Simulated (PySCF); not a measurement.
## Name the molecule from its bond curve

A diatomic of charge 0 contains I. Its singlet curve at PBE0 in a double-zeta basis (spin-free X2C with a Gaussian nucleus, PySCF), in eV from the separated fragments:

```tsv
R (Å)	E (eV)
1.390	-2.603
1.454	-3.001
1.519	-3.227
1.567	-3.309
1.616	-3.332
1.665	-3.308
1.729	-3.218
1.810	-3.038
1.907	-2.757
2.036	-2.324
```

The fit gives ωe = 2351 cm⁻¹ and the rotational constant Bₑ = 6.476 cm⁻¹.

Question: Which atom is the partner?

Answer: The minimum lies at 1.613 Å, so the reduced mass is 16.8576 u Å² cm⁻¹/(Bₑ·Re²) = 1.001 u. With I at 126.90 u the partner weighs about 1.0 u: H. The molecule is HI.

Spin–orbit coupling is left out.
